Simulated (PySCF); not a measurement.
PySCF 2.14 output of an unrestricted PBE calculation on a single atom or ion in cc-pVDZ-X2C (8s7p5d3f1g, 84 functions), with the spin-free X2C one-electron Hamiltonian (Gaussian nucleus):

```
SCF conv_tol = 1e-09
number electrons alpha = 35  beta = 34
    J. P. Perdew, K. Burke, and M. Ernzerhof.,  Phys. Rev. Lett. 77, 3865 (1996)
    J. P. Perdew, K. Burke, and M. Ernzerhof.,  Phys. Rev. Lett. 78, 1396 (1997)
    J. P. Perdew, K. Burke, and M. Ernzerhof.,  Phys. Rev. Lett. 77, 3865 (1996)
    J. P. Perdew, K. Burke, and M. Ernzerhof.,  Phys. Rev. Lett. 78, 1396 (1997)
cycle= 1 E= -14562.3525144382  delta_E= 0.00814  |g|= 0.663  |ddm|= 0.896
cycle= 2 E= -14562.2211340469  delta_E= 0.131  |g|=  1.4  |ddm|= 0.605
cycle= 3 E= -14562.3890087796  delta_E= -0.168  |g|= 0.00717  |ddm|= 0.439
cycle= 4 E= -14562.3890124852  delta_E= -3.71e-06  |g|= 0.00137  |ddm|= 0.00227
cycle= 5 E= -14562.3890127002  delta_E= -2.15e-07  |g|= 4.12e-05  |ddm|= 0.000819
cycle= 6 E= -14562.3890127006  delta_E= -3.87e-10  |g|= 1.57e-06  |ddm|= 6.47e-05
converged SCF energy = -14562.3890127006  <S^2> = 0.75004828  2S+1 = 2.0000483
```

The run itself started from symmetry-adapted Hartree-Fock orbitals and held the occupation by maximum overlap, on a logarithmic radial grid, so the iterations belong to that start.

Task: Which element, charge and spin multiplicity is this?

Result: Lu²⁺ (lutetium, charge +2), multiplicity 2; the state was [Xe] 4f14 6p1, 2P determinant (an excited configuration).

Spin-orbit coupling, absent here, splits the open shell strongly.
